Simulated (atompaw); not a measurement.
An all-electron radial function and its pseudo partner (Mn)

Columns: radius, all-electron u(r) and pseudo u(r) of the 3d shell (level -6.77 eV) of manganese in the configuration [Ar] 3d5 4s2 4p0; PBE, scalar-relativistic, PAW (atompaw) scheme, atompaw 4.2.0.5.

| r (bohr) | all-electron | pseudo |
| --- | --- | --- |
| 0.115 | 0.0803 | 0.0023 |
| 0.231 | 0.3109 | 0.0177 |
| 0.346 | 0.5484 | 0.0532 |
| 0.462 | 0.7271 | 0.1119 |
| 0.577 | 0.8348 | 0.1925 |
| 0.692 | 0.8826 | 0.2931 |
| 0.808 | 0.8869 | 0.4050 |
| 0.923 | 0.8631 | 0.5074 |
| 1.038 | 0.8230 | 0.5862 |
| 1.154 | 0.7739 | 0.6423 |
| 1.269 | 0.7219 | 0.6765 |
| 1.385 | 0.6691 | 0.6663 |
| 1.500 | 0.6182 | 0.6182 |
| 1.615 | 0.5699 | 0.5699 |
| 1.731 | 0.5241 | 0.5241 |
| 1.846 | 0.4820 | 0.4820 |
| 1.962 | 0.4429 | 0.4429 |
| 2.077 | 0.4071 | 0.4071 |
| 2.192 | 0.3743 | 0.3743 |
| 2.308 | 0.3439 | 0.3439 |
| 2.423 | 0.3163 | 0.3163 |
| 2.538 | 0.2909 | 0.2909 |
| 2.654 | 0.2675 | 0.2675 |
| 2.769 | 0.2460 | 0.2460 |
| 2.885 | 0.2262 | 0.2262 |
| 3.000 | 0.2081 | 0.2081 |

How many radial nodes do the two functions have?

The all-electron 3d function has n − l − 1 = 0; the pseudo-wave has 0.

At about which radius was the pseudo-wave matched?

1.45 bohr, where the columns begin to agree (steps of 0.12 bohr).

Is the pseudo-wave norm-conserving?

No, it belongs to a PAW set: the norm inside the radius is not constrained, and the difference is carried by the augmentation charge.
